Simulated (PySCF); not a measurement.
## Electron correlation in C⁺ (carbon, charge +1)

[He] 2s2 2p1, 2P determinant. Computed with PySCF 2.14 in jorge-DZP-DKH, with the spin-free X2C one-electron Hamiltonian (Gaussian nucleus). Frozen: 1s2; 3 electrons correlated.

MP2 pair energies summed by pair of shells (mhartree):

```
 pair  energy  share (%)
2s-2s  -26.35       62.4
2s-2p  -15.88       37.6
```

Total MP2 correlation energy: -42.23 mhartree.

Same-spin part -2.38 and opposite-spin part -39.84 mhartree; SCS-MP2 scales them by 1/3 and 6/5 to -48.61 mhartree.

```
  level  correlation energy (mhartree)
   CCSD                         -67.69
    (T)                          -0.63
CCSD(T)                         -68.32
```

Diagnostics: T1 = 0.0085, D1 = 0.0153, largest double amplitude 0.135.

**Question.** Is a single reference adequate?

**Answer.** Mostly. T1 lies below 0.03, but a double amplitude of this size points to a near-degeneracy that CCSD handles and MP2 describes poorly.
